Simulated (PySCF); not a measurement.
## How exact exchange moves a shielding

Molecule: `N[Si@H]1CCC[SiH2]1`, C3H11NSi2.

Geometry:
```json
{"atom": "N1", "x (Å)": "2.040", "y (Å)": "-0.273", "z (Å)": "0.934"}
{"atom": "Si2", "x (Å)": "1.143", "y (Å)": "0.000", "z (Å)": "-0.534"}
{"atom": "C3", "x (Å)": "-0.201", "y (Å)": "-1.330", "z (Å)": "-0.711"}
{"atom": "C4", "x (Å)": "-1.381", "y (Å)": "-0.931", "z (Å)": "0.186"}
{"atom": "C5", "x (Å)": "-1.890", "y (Å)": "0.481", "z (Å)": "-0.142"}
{"atom": "Si6", "x (Å)": "-0.418", "y (Å)": "1.699", "z (Å)": "-0.129"}
{"atom": "H7", "x (Å)": "2.685", "y (Å)": "-1.054", "z (Å)": "0.994"}
{"atom": "H8", "x (Å)": "2.416", "y (Å)": "0.529", "z (Å)": "1.428"}
{"atom": "H9", "x (Å)": "1.976", "y (Å)": "0.089", "z (Å)": "-1.783"}
{"atom": "H10", "x (Å)": "0.182", "y (Å)": "-2.332", "z (Å)": "-0.453"}
{"atom": "H11", "x (Å)": "-0.521", "y (Å)": "-1.376", "z (Å)": "-1.768"}
{"atom": "H12", "x (Å)": "-2.203", "y (Å)": "-1.663", "z (Å)": "0.100"}
{"atom": "H13", "x (Å)": "-1.051", "y (Å)": "-0.965", "z (Å)": "1.240"}
{"atom": "H14", "x (Å)": "-2.698", "y (Å)": "0.792", "z (Å)": "0.539"}
{"atom": "H15", "x (Å)": "-2.316", "y (Å)": "0.494", "z (Å)": "-1.162"}
{"atom": "H16", "x (Å)": "-0.564", "y (Å)": "2.783", "z (Å)": "-1.150"}
{"atom": "H17", "x (Å)": "-0.234", "y (Å)": "2.344", "z (Å)": "1.212"}
```

GIAO shieldings (ppm, equivalent atoms averaged) in PySCF 2.14 on the PBE0-D3(BJ)/def2-SVP geometry, basis pcSseg-1, gas phase, non-relativistic:

| functional | exact exchange (%) | σ(N1) | σ(Si2) | σ(Si6) | σ(C4) |
| --- | --- | --- | --- | --- | --- |
| BLYP | 0 | 247.8 | 340.6 | 389.8 | 146.6 |
| BP86 | 0 | 251.2 | 349.9 | 400.7 | 152.0 |
| PBE | 0 | 251.9 | 350.8 | 402.7 | 152.2 |
| B3LYP | 20 | 252.4 | 355.1 | 402.1 | 152.5 |
| mPW1PW91 | 25 | 256.0 | 367.2 | 414.6 | 158.0 |
| BHandHLYP | 50 | 257.7 | 376.3 | 420.0 | 159.8 |
| HF | 100 | 264.3 | 413.4 | 451.6 | 170.2 |

(1) Fit each shielding as a line in the percentage of exact exchange.

(2) What does the line predict for PBE0 (25 %), and what does the run give?

## Answers

(1) σ(N1) = 250.5 + 0.14 x (rms 1.4 ppm); σ(Si2) = 346.5 + 0.66 x (rms 4.0 ppm); σ(Si6) = 396.9 + 0.53 x (rms 4.8 ppm); σ(C4) = 150.4 + 0.20 x (rms 2.1 ppm). The functionals also differ in their semilocal parts, which the line can't hold; Hartree–Fock has no correlation at all.

(2) σ(N1): 254.0 predicted, 257.0 computed; σ(Si2): 363.0 predicted, 368.6 computed; σ(Si6): 410.1 predicted, 417.3 computed; σ(C4): 155.4 predicted, 158.9 computed ppm.
